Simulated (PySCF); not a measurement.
**Radial density of S²⁺ (sulfur, charge +2)**

BP86, [Ne] 3s2 3p2, high-spin 3P determinant. Computed with PySCF 2.14 in cc-pV(T+d)Z, with no relativity, point nucleus.

```json
{"r (bohr)": "0.00210", "4πr²ρ (e/bohr)": "0.1377", "4πr²(ρα − ρβ)": "0.0000"}
{"r (bohr)": "0.00352", "4πr²ρ (e/bohr)": "0.3725", "4πr²(ρα − ρβ)": "0.0000"}
{"r (bohr)": "0.00593", "4πr²ρ (e/bohr)": "0.9756", "4πr²(ρα − ρβ)": "0.0000"}
{"r (bohr)": "0.00997", "4πr²ρ (e/bohr)": "2.427", "4πr²(ρα − ρβ)": "0.0001"}
{"r (bohr)": "0.0168", "4πr²ρ (e/bohr)": "5.526", "4πr²(ρα − ρβ)": "0.0002"}
{"r (bohr)": "0.0282", "4πr²ρ (e/bohr)": "10.87", "4πr²(ρα − ρβ)": "0.0013"}
{"r (bohr)": "0.0474", "4πr²ρ (e/bohr)": "16.79", "4πr²(ρα − ρβ)": "0.0075"}
{"r (bohr)": "0.0798", "4πr²ρ (e/bohr)": "17.77", "4πr²(ρα − ρβ)": "0.0370"}
{"r (bohr)": "0.134", "4πr²ρ (e/bohr)": "12.77", "4πr²(ρα − ρβ)": "0.1331"}
{"r (bohr)": "0.226", "4πr²ρ (e/bohr)": "13.99", "4πr²(ρα − ρβ)": "0.2755"}
{"r (bohr)": "0.380", "4πr²ρ (e/bohr)": "17.29", "4πr²(ρα − ρβ)": "0.1874"}
{"r (bohr)": "0.639", "4πr²ρ (e/bohr)": "7.528", "4πr²(ρα − ρβ)": "0.0227"}
{"r (bohr)": "1.07", "4πr²ρ (e/bohr)": "2.797", "4πr²(ρα − ρβ)": "0.9121"}
{"r (bohr)": "1.81", "4πr²ρ (e/bohr)": "2.283", "4πr²(ρα − ρβ)": "1.1600"}
{"r (bohr)": "3.04", "4πr²ρ (e/bohr)": "0.2909", "4πr²(ρα − ρβ)": "0.1892"}
{"r (bohr)": "5.11", "4πr²ρ (e/bohr)": "0.003636", "4πr²(ρα − ρβ)": "0.0028"}
```
